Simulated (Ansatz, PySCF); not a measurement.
Input for PySCF:
```python
from pyscf import gto, scf, dft

mol = gto.Mole()
mol.atom = '''
    C     1.99301264    0.80453849    0.64558095
    C     1.21219436   -0.32879719   -0.03414266
    C     2.01273561   -0.89318156   -1.20739154
    N    -0.09105100    0.08325417   -0.52651874
    C    -1.15470893    0.20840754    0.46053730
    C    -2.19506372    1.20678600   -0.03871799
    C    -1.80052341   -1.16262615    0.67318905
    H     2.19839145    1.59918370   -0.07035599
    H     1.42482268    1.22429216    1.47342037
    H     2.93906202    0.43554972    1.03346573
    H     1.04721845   -1.12996469    0.69455806
    H     1.45122733   -1.68988794   -1.68658645
    H     2.96641490   -1.28661032   -0.86508596
    H     2.20025378   -0.11415364   -1.94302064
    H     0.00808601    0.94512869   -1.05244826
    H    -0.76874528    0.56570221    1.43323849
    H    -2.57361833    0.89023169   -1.00773672
    H    -1.75934242    2.19931896   -0.14137405
    H    -3.02677672    1.26815577    0.65863173
    H    -1.06825888   -1.88166769    1.03002825
    H    -2.60319997   -1.09484972    1.40321924
    H    -2.20405744   -1.52397109   -0.26865331
'''
mol.basis = 'sto-3g'
mol.verbose = 4
mol.build()

mf = dft.RKS(mol)
mf.xc = 'pbe'
mf.grids.atom_grid = (99, 590)
mf.grids.prune = None
mf.kernel()
```

Question: Write the same job for Ansatz (a quantum-chemistry and plane-wave program).

Answer: This is not unique; one that fits is 
Ansatz 0.2 input:
```yaml
crystal:
  periodic: [false, false, false]
  atoms:
    - {symbol: C, position_ang: [1.99301264, 0.80453849, 0.64558095]}
    - {symbol: C, position_ang: [1.21219436, -0.32879719, -0.03414266]}
    - {symbol: C, position_ang: [2.01273561, -0.89318156, -1.20739154]}
    - {symbol: N, position_ang: [-0.09105100, 0.08325417, -0.52651874]}
    - {symbol: C, position_ang: [-1.15470893, 0.20840754, 0.46053730]}
    - {symbol: C, position_ang: [-2.19506372, 1.20678600, -0.03871799]}
    - {symbol: C, position_ang: [-1.80052341, -1.16262615, 0.67318905]}
    - {symbol: H, position_ang: [2.19839145, 1.59918370, -0.07035599]}
    - {symbol: H, position_ang: [1.42482268, 1.22429216, 1.47342037]}
    - {symbol: H, position_ang: [2.93906202, 0.43554972, 1.03346573]}
    - {symbol: H, position_ang: [1.04721845, -1.12996469, 0.69455806]}
    - {symbol: H, position_ang: [1.45122733, -1.68988794, -1.68658645]}
    - {symbol: H, position_ang: [2.96641490, -1.28661032, -0.86508596]}
    - {symbol: H, position_ang: [2.20025378, -0.11415364, -1.94302064]}
    - {symbol: H, position_ang: [0.00808601, 0.94512869, -1.05244826]}
    - {symbol: H, position_ang: [-0.76874528, 0.56570221, 1.43323849]}
    - {symbol: H, position_ang: [-2.57361833, 0.89023169, -1.00773672]}
    - {symbol: H, position_ang: [-1.75934242, 2.19931896, -0.14137405]}
    - {symbol: H, position_ang: [-3.02677672, 1.26815577, 0.65863173]}
    - {symbol: H, position_ang: [-1.06825888, -1.88166769, 1.03002825]}
    - {symbol: H, position_ang: [-2.60319997, -1.09484972, 1.40321924]}
    - {symbol: H, position_ang: [-2.20405744, -1.52397109, -0.26865331]}
basis:
  gaussian:
    orbitals: STO-3G
hamiltonian:
  xc: pbe
accuracy: high
```

Both were run: PySCF gave -288.458594 Eh and Ansatz -288.458595 Eh, 0.001 mEh apart.
